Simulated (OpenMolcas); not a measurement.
Ionisation energies of platinum

```yaml
Program: OpenMolcas
Basis: ANO-RCC-VDZP [7s6p4d2f]
Scalar_Hamiltonian: DKH2, point nucleus
Spin-orbit_coupling: state interaction with AMFI integrals over the reference wave functions, term energies averaged over their components
```

Active shells in each charge state: the valence d, s shells, with orbitals averaged over the low states. Where CASPT2's correlated closed shells are named, they are those of the first ion.

A. CASSCF
B. SS-CASPT2, IPEA 0.25 Eh, imaginary shift 0.1 Eh (closed shells correlated: 5s 5p)
C. SS-CASPT2, IPEA 0.25 Eh, imaginary shift 0.1 Eh (closed shells correlated: 4f 5s 5p)
D. SS-CASPT2, IPEA 0 Eh, imaginary shift 0.1 Eh (closed shells correlated: 5s 5p)

Energies in eV between the lowest computed levels, named as in B; reference values from the NIST Atomic Spectra Database with their kind.

| From | To | A | B | C | D | Spin-orbit share in B | Reference |
| --- | --- | --- | --- | --- | --- | --- | --- |
| Pt+ 5d9 2D 5/2 | Pt2+ 5d8 3F4 | 16.960 | 18.645 | 18.709 | 18.603 | -0.359 | 18.560 (measured) |

Steps that some method lacks are left out, and so are those with a state whose active s or d shell is doubly occupied in every root (s and p with five to eight electrons, d10) over a frozen core shell of the same l, since the two then mix freely.

Error against the reference values, in %:

```json
{"From": "Pt+", "Reference": "measured", "A": "-8.6", "B": "+0.5", "C": "+0.8", "D": "+0.2"}
```

Absolute error against the one measured value: A 1.60 eV, B 0.09 eV, C 0.15 eV, D 0.04 eV. D lies closest.

The lowest level within the active space need not be the ion's true ground level.
